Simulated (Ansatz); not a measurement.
`[F][Al]1[O]C[SiH2]1` at its PBE0-D4/def2-TZVP geometry, where that method's forces vanish. The species carries charge 0 and has multiplicity 1.

| atom | x (Å) | y (Å) | z (Å) |
| --- | --- | --- | --- |
| F1 | -1.2338 | -2.9745 | -0.7277 |
| Al2 | -0.6227 | -1.4942 | -0.3660 |
| O3 | -1.5073 | -0.0256 | -0.2625 |
| C4 | -0.5101 | 0.9577 | 0.0787 |
| Si5 | 1.1606 | -0.0087 | 0.1974 |
| H6 | -0.4800 | 1.7328 | -0.6936 |
| H7 | -0.7748 | 1.4344 | 1.0279 |
| H8 | 1.7823 | -0.0152 | 1.5491 |
| H9 | 2.1858 | 0.3933 | -0.8033 |

Question: For each bond, give half the difference of the two atoms' forces along it (eV/Å; positive pushes the atoms apart) under PBE-D4, r2SCAN-D4, B3LYP-D4, ωB97M-V in def2-TZVPP. (An estimate is asked.)

Answer: Computed: 
| bond | length (Å) | PBE-D4 | r2SCAN-D4 | B3LYP-D4 | ωB97M-V |
| --- | --- | --- | --- | --- | --- |
| F1–Al2 | 1.642 | 0.36 | 0.05 | 0.08 | 0.12 |
| Al2–O3 | 1.718 | 0.27 | 0.02 | 0.00 | -0.06 |
| Al2–Si5 | 2.388 | -0.14 | 0.00 | 0.07 | -0.04 |
| O3–C4 | 1.441 | 0.33 | 0.37 | 0.35 | 0.30 |
| C4–Si5 | 1.934 | 0.00 | 0.01 | 0.13 | -0.01 |
| C4–H6 | 1.095 | 0.09 | -0.06 | -0.14 | -0.12 |
| C4–H7 | 1.095 | 0.09 | -0.06 | -0.14 | -0.12 |
| Si5–H8 | 1.488 | 0.06 | -0.03 | -0.10 | -0.10 |
| Si5–H9 | 1.488 | 0.06 | -0.03 | -0.10 | -0.10 |

B3LYP here is the variant with VWN-RPA as its local correlation; programs differ in this.
